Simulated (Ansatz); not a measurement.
CH$_{3}$BZn, relaxed with RKS PBE0-D4/def2-TZVP in Ansatz 0.2.0 from a PBE-D4/def2-SVP geometry. The force threshold is 0.005 eV/Å; the program also tests the step.

The species carries charge 0 and has multiplicity 1. The bonds changed during the relaxation, so this is another structure than the one it started from.

Start:

```xyz
6

B    -0.198    0.635    0.033
C     0.349   -0.625    0.405
Zn   -0.866    0.471   -2.016
H    -0.476    1.777    0.315
H     0.449   -1.551   -0.178
H     0.743   -0.707    1.441
```

| step | energy (eV) | largest force (eV/Å) | largest move (Å) |
| --- | --- | --- | --- |
| 1 | -50171.4648 | 0.538 | 0.000 |
| 2 | -50171.4944 | 0.272 | 0.025 |
| 3 | -50171.5046 | 0.125 | 0.038 |
| 4 | -50171.5067 | 0.096 | 0.033 |
| 5 (rejected) | -50171.5050 | 0.145 | 0.027 |
| 6 | -50171.5077 | 0.008 | 0.013 |
| 7 | -50171.5077 | 0.003 | 0.007 |

End:

```xyz
6

B    -0.180    0.637    0.088
C     0.352   -0.615    0.422
Zn   -0.878    0.452   -2.069
H    -0.475    1.764    0.307
H     0.433   -1.508   -0.182
H     0.749   -0.730    1.434
```

Run time 19 s (2 threads of an Arm Neoverse V1 on a shared host); peak host memory 0.24 GiB.
